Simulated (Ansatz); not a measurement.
Calculated with Ansatz (gas phase, PBE0-D4/def2-TZVP geometries, no zero-point term in ΔE). CCSD(T)/CBS is the MP2 limit (def2-TZVPP, def2-QZVPP) plus CCSD(T) − MP2 in def2-TZVPP, frozen cores. This one scheme is used for every species. One conformer a species, not always the lowest.

Reaction (ligand exchange at a B–C bond): `COB(C)O` + CH₃OH → `COB(O)OC` + CH₄

`COB(C)O`:

Z-matrix (Å, degrees):
```
C
O 1 1.408
H 1 1.090 2 107.9
H 1 1.094 2 111.3 3 -119.0
H 1 1.094 2 111.8 3 119.4
B 2 1.368 1 121.9 3 -171.4
O 6 1.364 2 116.5 1 -179.3
C 6 1.569 2 123.9 1 0.9
H 7 0.962 6 111.4 2 -0.0
H 8 1.090 6 111.5 2 -176.8
H 8 1.095 6 111.0 2 62.7
H 8 1.094 6 111.6 2 -55.5
```

CH₃OH:

Cartesian coordinates in Å:
```
C 0.121 -0.081 -0.325
O -0.388 -0.322 0.967
H 0.256 -1.052 -0.802
H 1.093 0.426 -0.304
H -0.569 0.508 -0.942
H -0.513 0.521 1.407
```

`COB(O)OC`:

Z-matrix (Å, degrees):
```
C
O 1 1.413
H 1 1.090 2 107.6
H 1 1.093 2 111.2 3 119.5
H 1 1.093 2 111.2 3 -119.5
B 2 1.360 1 120.1 3 -180.0
O 6 1.363 2 120.7 1 -179.0
O 6 1.368 2 120.2 1 0.7
C 7 1.412 6 121.6 2 -1.0
H 8 0.960 6 111.4 2 -180.0
H 9 1.091 7 108.3 6 141.7
H 9 1.092 7 111.7 6 21.2
H 9 1.094 7 110.0 6 -99.7
```

CH₄:

Cartesian coordinates in Å:
```
C 0.000 0.000 0.000
H -0.240 1.004 -0.349
H -0.850 -0.658 -0.176
H 0.222 0.030 1.066
H 0.868 -0.375 -0.541
```

```
   species  HF/def2-SVP energy (Eh)
 `COB(C)O`               -254.14411
     CH₃OH               -114.95431
`COB(O)OC`               -328.98599
       CH₄                -40.16918
```

Question: Work out ΔE.

Answer: ΔE = (-328.98599) + (-40.16918) − (-254.14411) − (-114.95431) = -0.05675 Eh = -1.54 eV. CCSD(T)/CBS gives -1.29 eV.

Largest T1 diagnostic among the species: 0.012.

From BLYP to BHLYP (50 % exact exchange), in def2-TZVPP and without D4, ΔE moves by −0.09 eV. Leaving LDA and LC-ωPBE aside and taking each functional with its dispersion term where it has one, the values, not all of them listed here, spread over 0.18 eV, from BHLYP-D4 to revPBE-D4. LDA lies −0.07 eV from PBE without D4.
